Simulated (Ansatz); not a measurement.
Frontier orbitals of AlF3H3P (`[F][Al-]([F])([F])[PH3+]`).

The species carries charge 0 and has multiplicity 1. Geometry: relaxed with PBE0-D4/def2-TZVP. It is one conformer, not always the lowest. Basis def2-TZVPP, the Gaussian-basis code of Ansatz.

```json
{"functional": "PBE", "HOMO (eV)": "-8.37", "LUMO (eV)": "-1.64", "gap (eV)": "6.73"}
{"functional": "BLYP", "HOMO (eV)": "-8.28", "LUMO (eV)": "-1.51", "gap (eV)": "6.77"}
{"functional": "B97M-V", "HOMO (eV)": "-8.83", "LUMO (eV)": "-1.54", "gap (eV)": "7.29"}
{"functional": "PBE0", "HOMO (eV)": "-9.88", "LUMO (eV)": "-0.72", "gap (eV)": "9.16"}
{"functional": "ωB97X-V", "HOMO (eV)": "-12.24", "LUMO (eV)": "1.48", "gap (eV)": "13.72"}
{"functional": "ωB97M-V", "HOMO (eV)": "-12.09", "LUMO (eV)": "1.25", "gap (eV)": "13.34"}
```

From PBE to PBE0 the HOMO moves by −1.51 eV and the LUMO by +0.92 eV, and with ωB97M-V by −3.72 and +2.89 eV, so the gap grows from 6.73 to 13.34 eV with exact exchange. A positive LUMO is unbound and depends on the basis.
